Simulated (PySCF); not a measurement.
**Worked example: entropy of an ideal gas**

ClH₃S₂Si, SMILES S[SiH](S)Cl.

Geometry optimised at PBE-D3(BJ)/def2-SVP. The values are those of a single conformer.

PBE-D3(BJ)/def2-SVP run with PySCF gives the harmonic wavenumbers 124, 150, 194, 208, 263, 435, 538, 556, 651, 701, 764, 838, 2195, 2606, 2612 cm⁻¹ and the rotational temperatures 0.1158, 0.1032, 0.0590 K. The molar mass is 130.68 g/mol, the symmetry number 1, the spin multiplicity 1.

### Question
Work out the entropy at 298.15 K and 1 atm in the rigid-rotor, harmonic-oscillator model.

### Answer

Translation (Sackur–Tetrode at 1 atm): S = R[1.5 ln M + 2.5 ln T − 1.16487] = 169.5 J/(mol K).
Rotation: q = (√π/σ) T^1.5/√(θA θB θC) = 344000, S = R[ln q + 3/2] = 118.5 J/(mol K).
Vibration: with u = 1.4388 ν/T, each mode gives R[u/(e^u − 1) − ln(1 − e^−u)]:
| ν (cm⁻¹) | modes | u | S (J/(mol K)) |
|---|---|---|---|
| 124 | 1 | 0.60 | 12.71 |
| 150 | 1 | 0.72 | 11.18 |
| 194 | 1 | 0.94 | 9.16 |
| 208 | 1 | 1.00 | 8.62 |
| 263 | 1 | 1.27 | 6.87 |
| 435 | 1 | 2.10 | 3.52 |
| 538 | 1 | 2.60 | 2.38 |
| 556 | 1 | 2.68 | 2.23 |
| 651 | 1 | 3.14 | 1.55 |
| 701 | 1 | 3.38 | 1.28 |
| 764 | 1 | 3.69 | 1.00 |
| 838 | 1 | 4.04 | 0.75 |
The stiffer modes add less than 0.005 each. Sum 61.2 J/(mol K).
Spin: R ln 1 = 0.0 J/(mol K).
Total 349.2 J/(mol K); the program's own thermochemistry gives 349.2. Translation makes up 49 % and vibration 18 %. Anharmonicity, hindered rotation and orbital degeneracy are left out.
